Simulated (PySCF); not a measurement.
Si(H)(F)(Br)(vinyl) (C₂H₄BrFSi), SMILES F[SiH](Br)C=C. Geometry: PBE0-D3(BJ)/def2-SVP. This is a generated structure with no PubChem entry under its InChIKey; it may be hypothetical. One conformer was computed; it need not be the lowest.

Problem. Give the equilibrium geometry at PBE0-D3(BJ)/def2-SVP (PySCF confirms it by a frequency run) as a Z-matrix. (An estimate is asked for; the answer gives what the named calculation found.)

Solution. This is not unique; one that fits is 
```
C
C 1 1.3383
H 2 1.0952 1 121.47
H 2 1.0954 3 116.59 1 -179.75
H 1 1.0971 2 119.51 3 -179.56
Si 1 1.8467 5 119.27 2 -179.48
F 6 1.6226 1 107.51 5 177.66
H 6 1.4828 7 107.81 3 -123.39
Br 6 2.2160 8 107.43 7 116.75
```
